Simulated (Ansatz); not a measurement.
`FC([SiH3])SS` + `[OH][Ge][Cl]` → `[SiH3][O][Ge][Cl]` + `FCSS`  (ligand exchange at the Si–C bond)

Calculated with Ansatz (gas phase, PBE0-D4/def2-TZVP geometries, no zero-point term in ΔE). CBS: MP2 limit from def2 TZ/QZ plus the TZ coupled-cluster correction, frozen cores. Functionals use def2-TZVPP. B3LYP here is the variant with VWN-RPA as its local correlation; programs differ in this. For Ge outer-core shells are correlated without core-valence functions, which leaves a few kJ/mol of doubt a bond. Scalar relativity is left out up to krypton. Each species was taken in one conformer, which may not be the lowest.

```json
{"level": "PBE-D4", "ΔE (kJ/mol)": "-94.9", "difference from CCSD(T)/CBS": "18.5"}
{"level": "r2SCAN-D4", "ΔE (kJ/mol)": "-108.5", "difference from CCSD(T)/CBS": "4.9"}
{"level": "PBE0-D4", "ΔE (kJ/mol)": "-103.9", "difference from CCSD(T)/CBS": "9.5"}
{"level": "B3LYP-D4", "ΔE (kJ/mol)": "-113.8", "difference from CCSD(T)/CBS": "-0.4"}
{"level": "ωB97X-V", "ΔE (kJ/mol)": "-111.5", "difference from CCSD(T)/CBS": "1.9"}
{"level": "ωB97M-V", "ΔE (kJ/mol)": "-109.8", "difference from CCSD(T)/CBS": "3.6"}
{"level": "B2PLYP", "ΔE (kJ/mol)": "-118.2", "difference from CCSD(T)/CBS": "-4.8"}
{"level": "PBE", "ΔE (kJ/mol)": "-97.1", "difference from CCSD(T)/CBS": "16.3"}
{"level": "B3LYP", "ΔE (kJ/mol)": "-117.3", "difference from CCSD(T)/CBS": "-3.9"}
{"level": "MP2/def2-TZVPP", "ΔE (kJ/mol)": "-116.6", "difference from CCSD(T)/CBS": "-3.2"}
{"level": "SCS-MP2/def2-TZVPP", "ΔE (kJ/mol)": "-121.7", "difference from CCSD(T)/CBS": "-8.3"}
{"level": "CCSD/def2-TZVPP", "ΔE (kJ/mol)": "-119.6", "difference from CCSD(T)/CBS": "-6.2"}
{"level": "HF/def2-QZVPP", "ΔE (kJ/mol)": "-146.2", "difference from CCSD(T)/CBS": "-32.8"}
{"level": "MP2/def2-QZVPP", "ΔE (kJ/mol)": "-116.4", "difference from CCSD(T)/CBS": "-3.0"}
{"level": "SCS-MP2/def2-QZVPP", "ΔE (kJ/mol)": "-121.5", "difference from CCSD(T)/CBS": "-8.1"}
{"level": "HF/CBS(def2)", "ΔE (kJ/mol)": "-146.5", "difference from CCSD(T)/CBS": "-33.1"}
{"level": "CCSD(T)/CBS", "ΔE (kJ/mol)": "-113.4", "difference from CCSD(T)/CBS": "0"}
```

Largest T1 diagnostic among the species: 0.014.

From PBE to PBE0 (25 % exact exchange), in def2-TZVPP and without D4, ΔE moves by −8.7 kJ/mol. The D4 term adds +3.5 kJ/mol with B3LYP and +1.9 kJ/mol with PBE0; it sums over pairs of atoms, weighted by their polarisabilities, and B3LYP, whose exchange is more repulsive, gets the larger term.
